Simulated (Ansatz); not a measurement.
[MCl4] with several metals: PBE0-D4/def2-SVPD single points in Ansatz on relaxed structures, gas phase. Core potentials for Ag, no spin–orbit coupling. HOMO and LUMO are taken over both spins. Singlets are spin-restricted. The structures are stationary points that may keep the symmetry of their start. Remarks come from the PBE and PBE0 runs and from stability tests at other levels; not every state was tested.

| species | atoms | state | geometry | HOMO (eV) | LUMO (eV) | gap (eV) | point group (within 0.1 Å) | remarks |
| --- | --- | --- | --- | --- | --- | --- | --- | --- |
| [CuCl4]- (CuCl4⁻) | 5 | singlet | r2SCAN-D4/def2-SVPD | -3.66 | -1.48 | 2.18 | D4h | restricted, untested |
| [AgCl4]- (AgCl4⁻) | 5 | singlet | r2SCAN-D4/def2-SVPD | -4.04 | -1.35 | 2.69 | D4h | – |
| [MnCl4]- (MnCl4⁻) | 5 | quintet | PBE-D4/def2-SVPD | -4.26 | -1.16 | 3.10 | D2d | spin-contaminated (⟨S²⟩ up to 6.14) |

The gap (eV) runs from 2.18 ([CuCl4]-) to 3.10 ([MnCl4]-).
